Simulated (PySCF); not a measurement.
# Nuclear quadrupole coupling in `CN[SiH]1[SiH2][SiH2][SiH2][SiH2]1`

CH₁₃NSi₅.
Structure used (PBE0-D3(BJ)/def2-SVP), in Å, numbered top down from 1:
```xyz
20
CH13NSi5 angstrom
C      2.4071   -0.9915    0.0781
N      1.3645   -0.4446   -0.7601
Si     0.7396    1.1852   -0.6335
Si    -0.0051    1.2932    1.5896
Si    -1.2101   -0.7299    1.5896
Si    -2.1049   -0.9096   -0.5910
Si    -1.3014    0.9702   -1.7640
H      3.4329   -0.7422   -0.2551
H      2.2998   -0.6092    1.1064
H      2.3293   -2.0896    0.1393
H      1.3208   -0.8805   -1.6760
H      1.6535    2.2927   -1.0764
H     -0.9236    2.4583    1.7929
H      1.0662    1.3397    2.6348
H     -2.2908   -0.7549    2.6261
H     -0.2772   -1.8691    1.8600
H     -3.6017   -0.9656   -0.5637
H     -1.6065   -2.1569   -1.2524
H     -2.1910    2.1589   -1.5766
H     -1.1499    0.6998   -3.2299
```

Field gradients from the PBE0/pcSseg-1 density (PySCF, non-relativistic), principal values in atomic units, ordered |Vxx| ≤ |Vyy| ≤ |Vzz|:

```tsv
atom	Vxx	Vyy	Vzz
N2	0.3513	0.6924	-1.0437
```

Question: Find the asymmetry η = (Vxx − Vyy)/Vzz and the couplings χ = eQV/h (234.96 MHz × Q in barn × V in au), with Q(14N) = 0.02044 b.

Answer: 
```
atom             environment  nucleus     η  χzz (MHz)  χxx (MHz)  χyy (MHz)
  N2  silicon-bound nitrogen      14N  0.33      -5.01       1.69       3.33
```

Question: What is Vzz at N2 in SI units (1 au = 9.71736 × 10²¹ V/m²)?

Answer: -1.0437 au = -10.142 × 10²¹ V/m².

Were the hydrogens deuterons (Q(2H) = 0.00286 b), χzz would run from 92 kHz (H12) to 270 kHz (H11).

The structure is a single PBE0-D3(BJ)/def2-SVP conformer in the gas phase; no vibrational or solvent corrections. With a basis this small, the couplings can be 20 % off.
